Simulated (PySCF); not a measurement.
Substituent chemical shifts

Parent skeleton `[CH3:1][SiH:2]([Cl:3])[C:4]([F:5])=[CH:6][SiH3:7]`; one hydrogen on atom 1 is replaced by X. Hydrogens on one atom are averaged.

[PySCF 2.14.0 with density-fitted response routines: coordinates at the GFN2-xTB level; σ from GIAO-PBE0/pcSseg-1; equivalent nuclei averaged; relativity neglected; isolated molecule; a single conformation]

Shifts are taken against calculated references (same method and geometry level): TMS for $^{13}$C and $^{29}$Si and $^{1}$H; $^{35}$Cl against HCl; $^{19}$F vs CFCl3.

Problem. Give δ (ppm) for X = CH3, Cl, vinyl, C2H5, CH2Cl, CH2SiH3, CHCl2, F, ethynyl.

Solution. 
```tsv
X	SMILES	C1	Si2	Cl3	C4	F5	C6	Si7	H(C1)	H(Si2)
CH3	CC[Si@H](Cl)/C(F)=C/[SiH3]	11.9	-8.3	-35.4	190.3	-69.5	117.7	-90.3	0.91	5.20
Cl	F/C(=C/[SiH3])[Si@@H](Cl)CCl	35.7	-12.8	-20.0	183.1	-52.5	119.9	-83.1	3.28	5.37
vinyl	C=CC[Si@H](Cl)/C(F)=C/[SiH3]	30.3	-10.0	-43.0	187.3	-80.6	119.9	-91.4	2.08	5.10
C2H5	CCC[Si@@H](Cl)/C(F)=C/[SiH3]	23.8	-10.5	-6.4	191.2	-75.7	121.3	-90.8	1.10	5.30
CH2Cl	F/C(=C/[SiH3])[Si@H](Cl)CCCl	24.8	-11.9	-29.3	184.3	-51.4	119.3	-82.9	1.51	5.80
CH2SiH3	F/C(=C\[SiH3])[Si@H](Cl)CC[SiH3]	17.2	-9.4	-48.1	188.2	-82.4	119.4	-91.1	1.00	5.19
CHCl2	F/C(=C\[SiH3])[Si@@H](Cl)CC(Cl)Cl	37.9	-13.7	-26.1	188.5	-72.8	122.8	-90.3	2.13	5.48
F	FC[Si@@H](Cl)/C(F)=C/[SiH3]	82.4	-15.9	-18.0	188.3	-72.4	123.5	-91.2	5.12	5.47
ethynyl	C#CC[Si@@H](Cl)/C(F)=C/[SiH3]	11.6	-9.9	-15.5	190.3	-63.3	119.4	-90.7	2.00	5.20
```

Problem. Which position responds most, and to which substituents?

Solution. C1: from 11.6 ppm with ethynyl to 82.4 ppm with F.

Unscaled 19F shifts against computed CFCl3 carry errors that often reach 10 to 50 ppm.
